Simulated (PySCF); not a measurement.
**CH7ClO2Si2**

CH7ClO2Si2 is a small molecule, neutral, singlet. The structure, one conformer, was relaxed in the gas phase by PBE0-D3(BJ)/def2-SVP. No frequency run checks that it is a minimum.

SMILES: CO[Si](O)([SiH3])Cl

```xyz
13

Si   -0.041   -0.787   -0.648
Si   -2.026    0.245   -0.002
Cl    0.413   -0.149   -2.580
O     1.261   -0.414    0.293
C     1.927    0.819    0.373
O    -0.250   -2.417   -0.602
H    -2.430   -0.199    1.367
H    -3.111   -0.072   -0.976
H    -1.802    1.724    0.017
H     1.310    1.582    0.880
H     2.849    0.682    0.957
H     2.197    1.200   -0.626
H     0.526   -2.964   -0.765
```
(Å; atoms numbered from 1)

Shieldings: GIAO PBE0/pcSseg-1. Shifts are against computed references at the same level: C TMS (σ 184.4 ppm), H TMS (σ 31.27 ppm), Si TMS (σ 352.0 ppm). Core levels by delta-SCF with SCAN, pcX-2 on the ionised atom and pcseg-1 elsewhere, spin-free X2C (2p3/2 is the spin-free 2p value less a third of a first-order spin-orbit splitting); from the vacuum level, for chosen atoms.

Question: Give the shieldings and core levels atom by atom.

Answer: 
```tsv
atoms	bonded to	σ (ppm)	δ (ppm)	core level (eV)
Si1	1 Cl + 2 O + 1 Si	361.0	-9.0	2p3/2 108.20
Si2	1 Si + 3 H	465.5	-113.5	2p3/2 106.82
Cl3	1 Si	837.8	-	2p3/2 205.72
O4	1 C + 1 Si	273.9	-	1s 538.36
C5	1 O + 3 H	132.9	51.5	-
O6	1 Si + 1 H	255.8	-	1s 538.92
H7 H8 H9	1 Si	27.84	3.43	-
H10 H11 H12	1 C	27.66	3.61	-
H13	1 O	28.81	2.45	-
```

Values are those of this one static structure, with the three H of a rotating XH3 group averaged; atoms that internal rotation interchanges would show their mean in an NMR spectrum.

Question: Which of Si1, Si2 holds its core electrons tightest, and by how much against the loosest?

Answer: Si1 (bonded to 1 Cl + 2 O + 1 Si), by 1.37 eV over Si2 (bonded to 1 Si + 3 H).

Question: By CAM-B3LYP/def2-SVPD (TDDFT singlets, Tamm-Dancoff triplets, ionisation by delta-SCF), where does absorption start, and what does vertical ionisation take?

Answer: The lowest singlet lies at 7.24 eV (f 0.039), the strongest of the first 6 at 7.59 eV (f 0.207), the lowest triplet at 6.40 eV; vertical ionisation takes 10.23 eV.
